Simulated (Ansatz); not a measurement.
Start from `FC([SiH3])CCl` and change one atom or group to get `COC(F)CCl`.

Ansatz, PBE0-D4/def2-TZVP geometries, multiplicity 1. Each molecule was computed in one conformer, which needn't be the lowest.

```csv
property,`FC([SiH3])CCl`
HOMO–LUMO gap (ωB97M-V/def2-TZVPP) / eV,12.52
LUMO energy (PBE/def2-TZVPP) / eV,-0.85
HOMO energy (B3LYP/def2-TZVPP) / eV,-8.18
HOMO energy (PBE0/def2-TZVPP) / eV,-8.43
HOMO energy (PBE/def2-TZVPP) / eV,-7.02
HOMO–LUMO gap (PBE0/def2-TZVPP) / eV,8.56
```

**Question.** Give the same properties after the change, and the shifts. (Best estimate.)

**Answer.** Computed: 
| property | `COC(F)CCl` | shift |
| --- | --- | --- |
| HOMO–LUMO gap (ωB97M-V/def2-TZVPP) / eV | 13.59 | 1.07 |
| LUMO energy (PBE/def2-TZVPP) / eV | -0.42 | 0.43 |
| HOMO energy (B3LYP/def2-TZVPP) / eV | -8.24 | -0.06 |
| HOMO energy (PBE0/def2-TZVPP) / eV | -8.50 | -0.07 |
| HOMO energy (PBE/def2-TZVPP) / eV | -6.93 | 0.09 |
| HOMO–LUMO gap (PBE0/def2-TZVPP) / eV | 9.23 | 0.67 |

With PBE0 the HOMO falls by 0.07 eV and the LUMO rises by 0.60 eV, so the gap widens by about 0.67 eV. PBE moves the HOMO by 0.09 eV and ωB97M-V by -0.16 eV.

B3LYP here is the variant with VWN-RPA as its local correlation; programs differ in this.
